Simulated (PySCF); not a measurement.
I4Sn, SMILES [I][Sn-]([I])([I])[I] (connectivity only; charge and spin as stated), charge -1, multiplicity 2.

Coordinates come from a B3LYP-D3(BJ)/def2-SVPD optimisation. The def2 effective core potentials stand for the cores of I, Sn; spin–orbit coupling is left out.

All values below come from r2SCAN/def2-SVPD in PySCF.

Estimate the frontier levels, dipole moment and polarisability. (The exact figures need the calculation; the answer reports its results.)


```yaml
"α spin, highest occupied and lowest empty level": -1.87 and 1.36 eV
"β spin, highest occupied and lowest empty level": -3.17 and -1.35 eV
dipole_moment_about_the_centre_of_nuclear_charge: 0.00 D
mean_static_polarisability: 251.2 bohr³ (37.22 Å³)
polarisability_principal_values: 251.2, 251.2, 251.2 bohr³
"⟨S²⟩": 0.754 (pure state 0.75)
```
